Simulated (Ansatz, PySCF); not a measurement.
Gas-phase reaction (SMILES): CN(C)C(=O)N(C)C [1,1,3,3-tetramethylurea] → [CH2]N(C)C(=O)N(C)C + H atom; the C-H bond at the site shown breaks (other sites are not compared here).

Geometries: B3LYP-D3(BJ)/def2-TZVP minima from Ansatz (an electronic-structure program), one conformer each, not searched for the lowest. Correlated levels leave the core frozen unless marked. UHF or UKS for open shells. No spin-orbit coupling. No relativistic terms. CBS marks a two-point X^-3 extrapolation of the correlation energy; Hartree-Fock from the larger set. [CCSD(T)-MP2]/basis is that difference in the basis named. Thermal terms are rigid-rotor harmonic-oscillator values from B3LYP-D3(BJ) frequencies (Ansatz or PySCF) at 298.15 K and 1 atm. 1 Eh = 627.5095 kcal/mol. Atoms have translation alone.

| species | E, RI-MP2/CBS(cc-pVTZ,cc-pVQZ)+[CCSD(T)-MP2]/cc-pVTZ (Ansatz) (Eh) | E, wB97M-V/def2-TZVPD (Ansatz) (Eh) | H - E (Eh) |
|---|---|---|---|
| CN(C)C(=O)N(C)C | -382.05401 | -382.46773 | 0.18654 |
| [CH2]N(C)C(=O)N(C)C | -381.39394 | -381.81597 | 0.17266 |
| H atom | -0.49995 | -0.49411 | 0.00236 |

### Question
Work out ΔE and ΔH at 298.15 K at the first level, then ΔH at the second.

### Answer

1. ΔE = [(-381.39394) + (-0.49995)] - [(-382.05401)] = 0.16012 Eh = 100.5 kcal/mol at RI-MP2/CBS(cc-pVTZ,cc-pVQZ)+[CCSD(T)-MP2]/cc-pVTZ.
2. The terms H - E add up to -0.01152 Eh, so ΔH = (0.16012 + (-0.01152))×627.5095 = 93.2 kcal/mol.
3. At wB97M-V/def2-TZVPD the same steps give ΔE = 98.9 and ΔH = 91.7 kcal/mol, a shift of -1.5 from the first level.
4. These values are not checked against measurement here, since the tables used lack a sound gas-phase enthalpy of formation for at least one species.
